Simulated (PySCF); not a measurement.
C₆ coefficients of unlike pairs at r2SCAN0

Calculated with PySCF 2.14 from the dipole response of each species, C₆(A,B) = (3/π) ∫ α_A(iu) α_B(iu) du, in atomic units, from isotropic polarisabilities. For ions this is the dispersion term alone; charge-induced terms of lower order in 1/R come first.

```csv
species,configuration,basis,relativity,α (bohr³),C₆ (like pair)
Al³⁺,[Ne] (1S),"aug-cc-pV(Q+d)Z with one added diffuse shell each of s, p, d, f, g type (8s7p6d4f3g)",none,0.2519,0.2167
Ge²⁺,[Ar] 3d10 4s2 (1S),aug-cc-pwCVDZ-PP with ECP10MDF (6s5p4d1f),core potential,10.74,41.71
Ga³⁺,[Ar] 3d10 (1S),"x2c-TZVPPall with one added diffuse shell each of s, p, d type (7s6p5d1f)",spin-free X2C,0.9860,1.122
```

(1) Estimate C₆ for Ga³⁺ with Ge²⁺.

No spin-orbit coupling is included.

The other pairs:

| pair | C₆ |
| --- | --- |
| Ge²⁺, Al³⁺ | 1.998 |
| Ga³⁺, Al³⁺ | 0.4407 |

Results:

(1) The integral gives 6.031. The combination rule 2 C_A C_B / (C_A α_B/α_A + C_B α_A/α_B) gives 5.832 and the geometric mean 6.840.
